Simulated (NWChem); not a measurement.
**Total energies of dimethyl selenide (C₂H₆Se)**

```
Se
C 1 1.9408
H 2 1.0986 1 107.07
H 2 1.0991 3 108.92 1 119.97
H 2 1.0991 3 108.92 4 120.06
C 1 1.9408 2 97.25 3 180.00
H 6 1.0986 1 107.07 2 180.00
H 6 1.0991 7 108.92 1 -119.97
H 6 1.0991 7 108.92 8 -120.06
```
Charge 0, spin multiplicity 1.

Everything below was run with NWChem. All single points use one geometry, from PBE0/def2-SVP, a minimum by its harmonic frequencies.

Basis set: 6-31G* (72 functions).

| method | total energy (Ha) | relative cost |
|---|---|---|
| RHF | -2478.75571 | 1 |
| MP2 | -2479.27487 | 3 |
| B2PLYP | -2480.56803 | under 3 |
| PBE | -2480.58972 | under 3 |
| B3LYP | -2481.10846 | under 3 |
| M06-2X | -2481.03023 | under 3 |
| CCSD(T) | -2479.31841 | 50 |

Total energies of different functionals aren't comparable as a measure of quality: only differences taken within one method are. Relative cost: rough, from shared machines, SCF included, RHF = 1.

The Hamiltonian is non-relativistic. The correlated methods keep 11 core orbitals frozen. B3LYP has NWChem's definition, with VWN1-RPA local correlation. The Pople sets run with spherical d functions. No row is a measurement; the coupled-cluster row has its own basis-set and correlation limits.
